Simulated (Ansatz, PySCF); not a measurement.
C3H7NSi, SMILES [SiH3]N1CC=C1. Atoms are numbered in the order given.

```xyz
12

Si     1.6931    -0.1261    -0.0504
N      0.0054     0.2378     0.1470
C     -1.0147    -0.3434     0.9354
C     -2.0367    -0.0769     0.0976
C     -1.0431     0.5515    -0.8655
H      2.3184     0.9951    -0.8072
H      2.2864    -0.2460     1.3116
H      1.9750    -1.3957    -0.7957
H     -0.8808    -0.8101     1.9164
H     -3.1179    -0.1958     0.1131
H     -0.8980     0.0229    -1.8229
H     -1.1459     1.6344    -1.0438
```
Charge 0, spin multiplicity 1.

Coordinates come from a ωB97X-D3(BJ)/def2-SVP optimisation. The structure was generated by enumeration, and PubChem lists no compound with its InChIKey, so it may never have been made.

Two levels are set side by side: PBE-D3(BJ)/def2-SVP (Ansatz, a program for electronic structure) and ωB97X-D3(BJ)/def2-SVP (PySCF). Each level has its own optimised geometry; the coordinates shown are those of the second. Frequencies come from the Hessian of PySCF at each geometry. Differences are taken from unrounded values.

```json
[
 {"quantity": "mean bond length (Å)", "ωB97X-D3(BJ)": "1.365"},
 {"quantity": "bond Si1–N2 (Å)", "ωB97X-D3(BJ)": "1.738"},
 {"quantity": "bond N2–C3 (Å)", "ωB97X-D3(BJ)": "1.414"},
 {"quantity": "bond N2–C5 (Å)", "ωB97X-D3(BJ)": "1.491"},
 {"quantity": "bond C3–C4 (Å)", "ωB97X-D3(BJ)": "1.348"},
 {"quantity": "bond C4–C5 (Å)", "ωB97X-D3(BJ)": "1.520"},
 {"quantity": "bond Si1–H6 (Å)", "ωB97X-D3(BJ)": "1.490"},
 {"quantity": "bond Si1–H7 (Å)", "ωB97X-D3(BJ)": "1.490"},
 {"quantity": "bond Si1–H8 (Å)", "ωB97X-D3(BJ)": "1.499"},
 {"quantity": "bond C3–H9 (Å)", "ωB97X-D3(BJ)": "1.095"},
 {"quantity": "bond C4–H10 (Å)", "ωB97X-D3(BJ)": "1.088"},
 {"quantity": "bond C5–H11 (Å)", "ωB97X-D3(BJ)": "1.103"},
 {"quantity": "bond C5–H12 (Å)", "ωB97X-D3(BJ)": "1.102"},
 {"quantity": "highest harmonic wavenumber (cm⁻¹)", "ωB97X-D3(BJ)": "3305"},
 {"quantity": "mean harmonic wavenumber (cm⁻¹)", "ωB97X-D3(BJ)": "1335"},
 {"quantity": "zero-point energy (kcal/mol)", "ωB97X-D3(BJ)": "57.26"}
]
```

What does PBE-D3(BJ) give, and how far is it from ωB97X-D3(BJ)? (Estimate from the structure and the level; the computed values follow.)


```
quantity                            PBE-D3(BJ)  PBE-D3(BJ) minus ωB97X-D3(BJ)
----------------------------------  ----------  -----------------------------
mean bond length (Å)                     1.374                          0.009
bond Si1–N2 (Å)                          1.752                          0.015
bond N2–C3 (Å)                           1.416                          0.001
bond N2–C5 (Å)                           1.498                          0.007
bond C3–C4 (Å)                           1.363                          0.015
bond C4–C5 (Å)                           1.519                         -0.001
bond Si1–H6 (Å)                          1.503                          0.012
bond Si1–H7 (Å)                          1.503                          0.012
bond Si1–H8 (Å)                          1.514                          0.015
bond C3–H9 (Å)                           1.102                          0.007
bond C4–H10 (Å)                          1.094                          0.006
bond C5–H11 (Å)                          1.112                          0.009
bond C5–H12 (Å)                          1.111                          0.009
highest harmonic wavenumber (cm⁻¹)        3217                            -87
mean harmonic wavenumber (cm⁻¹)           1276                            -59
zero-point energy (kcal/mol)             54.71                          -2.55
```

Exact exchange shortens and stiffens bonds; PBE has none. Differences between two approximate levels are no errors against the true value.
